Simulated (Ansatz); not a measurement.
C₂H₅F₂In, SMILES C[CH2][In]([F])[F].

Coordinates come from a PBE0-D3(BJ)/def2-SVP optimisation. The structure was generated by enumeration; whether it is a known compound was not checked. The def2 effective core potentials stand for the cores of In; spin–orbit coupling is left out. The values are those of a single conformer.

Two levels are set side by side: PBE/def2-SVPD (Ansatz, a first-principles code) and PBE0/def2-SVPD (Ansatz). Energy differences of separate SCF runs at the same geometry; the states with an electron removed or added have multiplicity 2 and 2. Differences are taken from unrounded values.

```
quantity                             PBE
---------------------------------  -----
vertical ionisation energy (eV)    10.38
vertical singlet–triplet gap (eV)   4.41
```

Problem. These are the PBE values. What does PBE0 give? (An estimate is asked for; the answer gives what the named calculation found.)

Solution. 
| quantity | PBE0 | PBE minus PBE0 |
|---|---|---|
| vertical ionisation energy (eV) | 10.78 | -0.40 |
| vertical singlet–triplet gap (eV) | 4.79 | -0.38 |
